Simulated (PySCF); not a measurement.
## A search over the determinants of InF

Unrestricted PBE0; In x2c-TZVPPall, F x2c-TZVPPall; spin-free X2C with a Gaussian nucleus (PySCF 2.14). Outer shells of the fragments: In 4d10 5s2 5p1; F 2s2 2p5.

Followed along the bond (rough minima from three points):

| 2Ms+1 | unpaired | ⟨S²⟩ at the start | R at minimum (Å) | Te (eV) |
| --- | --- | --- | --- | --- |
| 1 | none | 0.00 | 2.00 | 0.00 |
| 3 | σ ↑, π ↑ | 2.00 | 1.97 | 3.69 |

Solutions found at the starting distance of 2.005 Å, counted from the lowest of them; the search is not exhaustive and high or unbound solutions are not listed, so other states can lie among these:

| 2Ms+1 | unpaired | term | E (eV) | ⟨S²⟩ | ⟨Lz²⟩ | μ (D) |
| --- | --- | --- | --- | --- | --- | --- |
| 1 | none | ¹Σ⁺ | 0.00 | 0.00 | 0.00 | -3.25 |
| 3 | σ ↑, π ↑ | ³Π | 3.70 | 2.00 | 1.00 | -2.91 |
| 1 | σ ↑, π ↓ | mixed | 4.28 | 1.01 | 1.00 | -2.54 |
| 3 | σ ↑↑ | ³Σ⁺ | 5.60 | 2.00 | 0.00 | -1.81 |
| 3 | π ↑↑ | mixed | 6.83 | 2.01 | 2.01 | 2.10 |
| 3 | π ↑↑ | mixed | 6.93 | 2.01 | 2.01 | 2.19 |
| 3 | σ ↑, π ↑ | ³Π | 8.19 | 2.00 | 1.01 | 2.31 |

A term symbol is given only where ⟨S²⟩ and ⟨Lz²⟩ are close to those of a pure state; real π, δ and φ orbitals otherwise mix terms. A positive dipole means In(−)F(+).

Spin–orbit coupling is left out. Counting both spins, an empty level lies below a filled one in some of these solutions, because spin and occupation are held.
